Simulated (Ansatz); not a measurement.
Start from `[CH3][Al]([F])[O][GeH3]` and change one atom or group to get `[CH3][Al]([F])[BH]O`.

Ansatz, PBE0-D4/def2-TZVP geometries, multiplicity 1. Each molecule was computed in one conformer, which needn't be the lowest.

Scalar relativity is left out up to krypton.

```csv
property,`[CH3][Al]([F])[O][GeH3]`
LUMO energy (PBE/def2-TZVPP) / eV,-1.27
HOMO–LUMO gap (PBE/def2-TZVPP) / eV,5.95
HOMO–LUMO gap (ωB97M-V/def2-TZVPP) / eV,12.13
size of the dipole moment (PBE/def2-TZVPP) / D,1.26
HOMO energy (PBE/def2-TZVPP) / eV,-7.21
LUMO energy (B3LYP/def2-TZVPP) / eV,-0.73
```

(1) What does the change do to each property? (Best estimate.)

Answers

(1) The calculation gave: 
```tsv
property	`[CH3][Al]([F])[BH]O`	shift
LUMO energy (PBE/def2-TZVPP) / eV	-2.34	-1.07
HOMO–LUMO gap (PBE/def2-TZVPP) / eV	3.45	-2.50
HOMO–LUMO gap (ωB97M-V/def2-TZVPP) / eV	9.51	-2.62
size of the dipole moment (PBE/def2-TZVPP) / D	2.76	1.50
HOMO energy (PBE/def2-TZVPP) / eV	-5.79	1.42
LUMO energy (B3LYP/def2-TZVPP) / eV	-1.66	-0.93
```

With PBE0 the HOMO rises by 1.68 eV and the LUMO falls by 1.02 eV, so the gap narrows by about 2.70 eV. PBE moves the HOMO by 1.42 eV and ωB97M-V by 1.88 eV. Dipoles are sizes alone; their direction can turn.

B3LYP here is the variant with VWN-RPA as its local correlation; programs differ in this.
